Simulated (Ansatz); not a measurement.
System: phosphorus atom, P, net charge 0, quartet state.

Computed values are from Ansatz (an electronic-structure program). Cores are frozen in the correlated levels unless marked. Open shells are spin-unrestricted. Spin-orbit coupling is left out. Non-relativistic. Basis-set limits of correlation are two-point, X^-3; Hartree-Fock from the larger set (for Q and 5 zeta extrapolated as (X+1)exp(-9√X)).

Task: What is the total energy at CCSD(T)/CBS(cc-pV(Q+d)Z,cc-pV(5+d)Z)?

Result: -340.8321 Eh.

Task: What is the T1 diagnostic at CCSD/cc-pV(5+d)Z?

Result: 0.005.

Task: What is the ionisation energy (to the triplet) at CCSD(T)/CBS(aug-cc-pV(T+d)Z,aug-cc-pV(Q+d)Z)?

Result: 10.52 eV.

Task: What is the electron affinity (to the triplet; negative means unbound) at CCSD(T)/CBS(aug-cc-pV(T+d)Z,aug-cc-pV(Q+d)Z)?

Result: 0.74 eV.
